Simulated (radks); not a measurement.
Results of a calculation; reference values are marked as such.
How relativity changes the ionisation of the iodine ion I2+ ([Kr] 4d10 5s2 5p3) to I3+ ([Kr] 4d10 5s2 5p2). Spin-unpolarised spherical Kohn-Sham, PBE, point nucleus unless stated (finite: rms radius 4.75 fm), a radial shooting solver on a logarithmic mesh with Libxc functionals. A level marked "c x" has the speed of light scaled by that factor and shares open shells by 2j + 1; other Dirac levels either fill j = l - 1/2 first or share by 2j + 1.

| level | E(I2+) (hartree) | E(I3+) (hartree) | IE (eV) | HOMO | <r> HOMO (bohr) |
|---|---|---|---|---|---|
| non-rel. | -6918.89095 | -6917.81739 | 29.213 | 5p | 2.229 |
| scalar-rel. | -7115.25853 | -7114.18072 | 29.329 | 5p | 2.208 |
| scalar-rel., finite nucleus | -7115.02507 | -7113.94724 | 29.329 | 5p | 2.208 |
| Dirac, 2j+1 shares | -7117.88450 | -7116.80544 | 29.363 | 5p3/2 | 2.234 |
| Dirac, low j first | -7117.93185 | -7116.87625 | 28.724 | 5p3/2 | 2.238 |
| Dirac, 2j+1 shares, finite nucleus | -7117.65023 | -7116.57115 | 29.363 | 5p3/2 | 2.234 |
| Dirac, c x 0.75 | -7296.53397 | -7295.44941 | 29.512 | 5p3/2 | 2.240 |
| Dirac, c x 1.25 | -7042.73521 | -7041.65829 | 29.304 | 5p3/2 | 2.232 |
| Dirac, c x 5 | -6926.29875 | -6925.22500 | 29.218 | 5p3/2 | 2.229 |

NIST Atomic Spectra Database: 29.57 eV (measured). The relativistic part of the total energy of I2+ is -198.8 hartree (Dirac, 2j+1 shares, finite nucleus), 2.9 % of the non-relativistic value. Spin polarisation and multiplet splitting of open shells are left out at every level.

Beside tabulated values, note that relativity, absent from the non-relativistic runs, is large for the heavy elements, and spin-unpolarised runs miss the spin-polarisation part of the exchange energy of open shells.
